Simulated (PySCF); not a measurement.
Working out the ionisation energy of O+

O+ [He] 2s2 2p3 (4S) → O(2+) [He] 2s2 2p2 (3P). Computed with PySCF 2.14 in aug-cc-pwCVDZ, with no relativity, point nucleus. Frozen: nothing. Energies in hartree (1 hartree = 27.21139 eV):

```json
{"part": "UHF", "O+ (lower)": "-74.353906", "O(2+) (upper)": "-73.084954"}
{"part": "CCSD correlation", "O+ (lower)": "-0.123394", "O(2+) (upper)": "-0.112746"}
{"part": "(T)", "O+ (lower)": "-0.000922", "O(2+) (upper)": "-0.000866"}
```

**Question.** What does Hartree-Fock give?

**Answer.** (-73.084954) − (-74.353906) = 1.268952 hartree = 34.530 eV.

**Question.** What do CCSD and CCSD(T) give?

**Answer.** The CCSD correlation energies differ by 0.010648 hartree = 0.290 eV and the triples by 0.000056 hartree = 0.002 eV, so CCSD gives 34.820 eV and CCSD(T) 34.822 eV.

A first-order spin-orbit estimate adds -0.025 eV to CCSD(T) (valence and next inner shell), giving 34.797 eV against 35.121 eV (measured; NIST Atomic Spectra Database, ionization energies).

A double-zeta basis recovers only part of the correlation energy.

What remains against the reference includes basis incompleteness and higher excitations.
